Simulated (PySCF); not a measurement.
PySCF job for CH5N3OSi, SMILES C(#N)O[SiH](N)N, PBE-D3(BJ)/def2-SVP. Geometry optimised at PBE-D3(BJ)/def2-SVP. This is a generated structure with no PubChem entry under its InChIKey; it may be hypothetical. Other conformers were not sampled.

```python
import numpy as np
from pyscf import gto, scf, dft, df
from pyscf.hessian import thermo

mol = gto.M(
    atom='''
    N     2.55198287    0.63378655    1.47981628
    C     1.79353924    0.24102633    0.66737556
    O     0.99255697   -0.18477805   -0.24570939
    Si   -0.74803663   -0.29454621   -0.01796401
    N    -1.60589201    1.18381837    0.02070037
    N    -1.13693666   -1.14001950   -1.45742886
    H    -0.88238001   -0.90512103    1.34178292
    H    -1.74497183    1.68848799    0.89804383
    H    -1.64953394    1.79891319   -0.79458672
    H    -2.11085038   -1.31698472   -1.70643217
    H    -0.50552155   -1.85268024   -1.82750431
    ''',
    basis='def2-SVP',
    charge=0,
    spin=0,
    max_memory=1600,
    verbose=3,
)
mf = dft.RKS(mol, xc='pbe').density_fit(auxbasis='def2-universal-jkfit')
mf.disp = 'd3bj'
mf.grids.level = 3
mf.conv_tol = 1e-11
mf.max_cycle = 100
mf.kernel()

# [left out here: the lines that compute and print the analytic Hessian (its translational invariance restored by hand, since the grid's response is missing), thermochemistry and intensities]
```

Output:

```
[...]
Mode                                 6                   7                   8
Irrep
Freq [cm^-1]                      347.0355            379.5683            415.9607
Reduced mass [au]                   1.3669              1.2350              1.2035
Force const [Dyne/A]                0.0970              0.1048              0.1227
Char temp [K]                     499.3069            546.1143            598.4748
Normal mode                   x     y     z       x     y     z       x     y     z
       0   N                 0.03  0.01  0.01    0.00 -0.01 -0.00   -0.01  0.00  0.02
       1   C                 0.01  0.01  0.03   -0.01  0.02  0.00    0.03 -0.00 -0.02
       2   O                 0.02  0.01  0.02   -0.01  0.00  0.00    0.02 -0.00 -0.01
       3  Si                -0.00 -0.00 -0.03    0.01 -0.01  0.01    0.01 -0.00  0.02
       4   N                 0.01  0.01  0.00    0.11  0.01 -0.02   -0.06 -0.03 -0.05
       5   N                -0.07 -0.08  0.07   -0.03  0.02 -0.00   -0.04  0.03  0.02
       6   H                 0.01  0.02 -0.02   -0.02  0.01  0.02   -0.09  0.00  0.01
       7   H                 0.06  0.03 -0.00   -0.78 -0.26 -0.02   -0.20 -0.17  0.02
       8   H                -0.12 -0.03 -0.02   -0.28 -0.05 -0.03    0.69  0.27  0.12
       9   H                -0.01  0.11 -0.27   -0.05 -0.06  0.14   -0.06 -0.19  0.25
      10   H                 0.17  0.49 -0.58   -0.04  0.04 -0.08    0.04  0.20 -0.19
Mode                                 9                  10                  11
Irrep
Freq [cm^-1]                      492.6523            501.1598            634.3451
Reduced mass [au]                   9.5117             11.1654              5.1983
Force const [Dyne/A]                1.3602              1.6523              1.2324
Char temp [K]                     708.8169            721.0573            912.6813
Normal mode                   x     y     z       x     y     z       x     y     z
       0   N                -0.02 -0.03  0.09   -0.03  0.10  0.01   -0.06 -0.01 -0.02
       1   C                 0.15  0.11 -0.15    0.13 -0.20  0.01    0.04 -0.03 -0.08
       2   O                 0.02 -0.03  0.03   -0.00  0.08 -0.01   -0.14  0.02  0.10
       3  Si                -0.06 -0.01  0.01   -0.04 -0.01  0.01    0.07  0.02 -0.02
       4   N                 0.00  0.02  0.01    0.02  0.02  0.00    0.02 -0.04 -0.02
       5   N                -0.01 -0.01 -0.02   -0.01 -0.01 -0.01    0.03  0.00  0.02
       6   H                -0.11 -0.05 -0.02   -0.03 -0.05 -0.01   -0.05  0.09  0.00
       7   H                -0.02  0.03 -0.00   -0.07  0.01 -0.01    0.16 -0.12  0.05
       8   H                -0.09 -0.01 -0.01   -0.03 -0.02 -0.02   -0.08  0.04  0.05
       9   H                 0.00 -0.01 -0.07   -0.00 -0.03 -0.03   -0.03  0.10  0.18
      10   H                 0.00 -0.03  0.04    0.01 -0.02  0.03   -0.09  0.00 -0.16
Mode                                12                  13                  14
Irrep
Freq [cm^-1]                      713.0612            769.3018            800.9473
Reduced mass [au]                   1.2490              1.2585              1.7905
Force const [Dyne/A]                0.3742              0.4388              0.6767
Char temp [K]                    1025.9363           1106.8540           1152.3848
Normal mode                   x     y     z       x     y     z       x     y     z
       0   N                -0.01 -0.01 -0.01    0.00  0.00 -0.00    0.00  0.00  0.00
       1   C                -0.00 -0.00 -0.01   -0.01 -0.00  0.01   -0.00  0.00  0.00
       2   O                -0.03 -0.01  0.02    0.04  0.00 -0.05    0.01  0.01 -0.02
       3  Si                 0.04  0.03 -0.03   -0.01 -0.02  0.01   -0.01  0.01 -0.03
       4   N                -0.03  0.02  0.06   -0.02  0.05  0.00    0.04 -0.08 -0.04
       5   N                -0.01 -0.03  0.02    0.08 -0.02  0.01   -0.02  0.08  0.12
       6   H                -0.03 -0.56 -0.30   -0.55 -0.14 -0.10   -0.39 -0.26 -0.20
       7   H                -0.28  0.34 -0.17    0.08  0.05  0.02    0.15 -0.24  0.06
       8   H                 0.23 -0.26 -0.18   -0.16  0.04  0.01   -0.11  0.03  0.06
       9   H                 0.01 -0.01 -0.02   -0.07  0.22  0.41    0.06 -0.03 -0.09
      10   H                 0.01 -0.03  0.06   -0.23 -0.10 -0.35    0.16  0.12  0.33
Mode                                15                  16                  17
Irrep
Freq [cm^-1]                      876.6768            881.9512            959.6806
Reduced mass [au]                   1.6350              1.9407              3.0334
Force const [Dyne/A]                0.7404              0.8894              1.6460
Char temp [K]                    1261.3428           1268.9313           1380.7667
Normal mode                   x     y     z       x     y     z       x     y     z
       0   N                -0.00 -0.00 -0.00    0.01  0.00  0.01    0.00 -0.00 -0.00
       1   C                -0.00 -0.00  0.00    0.00  0.00  0.00   -0.00  0.00  0.00
       2   O                -0.01  0.01 -0.01    0.01 -0.00 -0.01    0.01 -0.01 -0.01
       3  Si                 0.07  0.02  0.05   -0.05  0.05 -0.04   -0.03  0.10  0.07
       4   N                -0.01 -0.01  0.02    0.06 -0.12  0.07    0.05 -0.08 -0.04
       5   N                -0.07 -0.04 -0.08    0.03 -0.00  0.01   -0.01 -0.06 -0.08
       6   H                -0.62  0.21  0.07   -0.15  0.41  0.12    0.15 -0.35 -0.12
       7   H                -0.02  0.06 -0.02   -0.08  0.10 -0.09    0.15 -0.24  0.07
       8   H                -0.01 -0.04 -0.01    0.27 -0.37 -0.13   -0.02 -0.00  0.03
       9   H                 0.02 -0.16 -0.34   -0.02  0.09  0.12   -0.03 -0.03 -0.03
      10   H                 0.06 -0.02  0.09   -0.06 -0.03 -0.07   -0.09 -0.08 -0.19
Mode                                18                  19                  20
Irrep
Freq [cm^-1]                     1172.5749           1476.2488           1481.4115
Reduced mass [au]                  14.7222              1.1390              1.1267
Force const [Dyne/A]               11.9263              1.4625              1.4568
Char temp [K]                    1687.0742           2123.9934           2131.4213
Normal mode                   x     y     z       x     y     z       x     y     z
       0   N                -0.10 -0.05 -0.10    0.00 -0.00 -0.00    0.00  0.00  0.00
       1   C                -0.04 -0.02 -0.04   -0.00  0.00  0.00   -0.00 -0.00 -0.00
       2   O                 0.15  0.06  0.12   -0.00  0.00 -0.00    0.00 -0.00  0.00
       3  Si                -0.01 -0.00  0.00   -0.00  0.01  0.01   -0.01  0.00 -0.00
       4   N                -0.00 -0.00  0.00    0.02 -0.05 -0.00    0.02 -0.07 -0.00
       5   N                -0.01 -0.00 -0.00   -0.02 -0.05 -0.05    0.02  0.03  0.04
       6   H                -0.03  0.02  0.00    0.01 -0.00 -0.00    0.01  0.01 -0.02
       7   H                -0.01  0.00 -0.00   -0.06  0.30 -0.21   -0.10  0.45 -0.31
       8   H                 0.00 -0.00 -0.00   -0.10  0.28  0.24   -0.13  0.39  0.34
       9   H                -0.00 -0.01 -0.01   -0.18  0.41  0.31    0.13 -0.29 -0.21
      10   H                 0.00  0.00  0.01    0.43  0.20  0.26   -0.30 -0.14 -0.19
Mode                                21                  22                  23
Irrep
Freq [cm^-1]                     2198.9610           2311.2492           3504.4224
Reduced mass [au]                   1.0455             12.1501              1.0496
Force const [Dyne/A]                2.9786             38.2405              7.5949
Char temp [K]                    3163.8154           3325.3730           5042.0836
Normal mode                   x     y     z       x     y     z       x     y     z
       0   N                -0.01 -0.00 -0.01   -0.10 -0.05 -0.10    0.00  0.00  0.00
       1   C                 0.01  0.00  0.01    0.15  0.08  0.16   -0.00 -0.00 -0.00
       2   O                -0.00 -0.00 -0.00   -0.03 -0.01 -0.03    0.00 -0.00  0.00
       3  Si                 0.00  0.01 -0.03   -0.00 -0.00  0.00    0.00 -0.00 -0.00
       4   N                 0.00 -0.00 -0.00    0.00 -0.00 -0.00   -0.01  0.05  0.00
       5   N                 0.00  0.00  0.00    0.00  0.00  0.00    0.00  0.00  0.00
       6   H                -0.09 -0.41  0.88    0.02  0.02 -0.05   -0.00 -0.00  0.00
       7   H                -0.00  0.01 -0.01    0.00 -0.00 -0.00    0.10 -0.31 -0.58
       8   H                -0.00  0.01  0.00   -0.00 -0.00  0.00    0.04 -0.42  0.58
       9   H                 0.00 -0.00 -0.00    0.00  0.00  0.00   -0.01 -0.00 -0.00
      10   H                -0.00  0.00 -0.00   -0.00  0.00 -0.00    0.01 -0.01 -0.00
Mode                                24                  25                  26
Irrep
Freq [cm^-1]                     3516.6094           3607.3054           3618.7216
Reduced mass [au]                   1.0499              1.0972              1.0971
Force const [Dyne/A]                7.6496              8.4122              8.4646
Char temp [K]                    5059.6179           5190.1093           5206.5347
Normal mode                   x     y     z       x     y     z       x     y     z
       0   N                 0.00  0.00  0.00    0.00  0.00  0.00   -0.00  0.00  0.00
       1   C                -0.00 -0.00 -0.00   -0.00 -0.00 -0.00    0.00 -0.00  0.00
       2   O                 0.00  0.00  0.00    0.00  0.00  0.00    0.00  0.00  0.00
       3  Si                 0.00  0.00  0.00    0.00 -0.00  0.00   -0.00  0.00  0.00
       4   N                -0.00  0.00  0.00   -0.00 -0.00  0.08   -0.00 -0.00  0.00
       5   N                -0.01 -0.04 -0.03    0.00 -0.00 -0.00   -0.08  0.02  0.00
       6   H                 0.00  0.00  0.00    0.00  0.00 -0.00   -0.00  0.00 -0.00
       7   H                 0.00 -0.01 -0.01    0.10 -0.35 -0.59    0.01 -0.02 -0.03
       8   H                 0.00 -0.01  0.01   -0.03  0.40 -0.51   -0.00  0.02 -0.02
       9   H                 0.63  0.10  0.16   -0.04 -0.01 -0.01    0.67  0.13  0.18
      10   H                -0.46  0.49  0.26   -0.02  0.02  0.01    0.39 -0.45 -0.24
temperature 298.1500 [K]
pressure 101325.00 [Pa]
Rotational constants [GHz] 5.80133 1.76319 1.44246
Symmetry number 1
Zero-point energy (ZPE) 0.07252 [Eh]   190408.528 [J/mol]
                           tot       elec      trans        rot        vib
Entropy [J/mol/K]       372.794      0.000    166.568    114.973     91.254
Cv [J/mol/K]            120.916      0.000     12.472     12.472     95.973
Cp [J/mol/K]            129.231      0.000     20.786     12.472     95.973
Internal energy [J/mol]                      3718.434   3718.434 204978.795
Internal energy [Eh]   -569.31359  -569.39449
Enthalpy [J/mol]                             6197.391   3718.434 204978.795
Enthalpy [Eh]          -569.31264
Gibbs free energy [J/mol]                  -43464.739 -30560.688 177771.551
Gibbs free energy [Eh] -569.35498
mode   freq/cm-1   IR/(km/mol)
   1       34.43         1.912
   2      103.14         2.333
   3      204.98         1.450
   4      236.91         1.214
   5      275.98        29.125
   6      318.53         6.468
   7      347.04       158.194
   8      379.57       131.930
   9      415.96        84.596
  10      492.65        16.821
  11      501.16        17.481
  12      634.35        76.662
  13      713.06        55.197
  14      769.30         7.484
  15      800.95         6.379
  16      876.68       203.986
  17      881.95        74.082
  18      959.68       219.180
  19     1172.57       191.171
  20     1476.25       101.729
  21     1481.41        28.265
  22     2198.96       106.561
  23     2311.25       277.368
  24     3504.42        39.817
  25     3516.61        50.113
  26     3607.31        41.182
  27     3618.72        45.606
max |gradient| / (hartree/bohr): 6.314384840082186e-05
APT charges: [-0.3858  0.5505 -0.9786  1.8999 -0.7966 -0.8158 -0.2816  0.1955  0.2042
  0.201   0.2072]
```

The calculation finished and met its thresholds.

Cost: about 110 core-seconds (a rough figure).
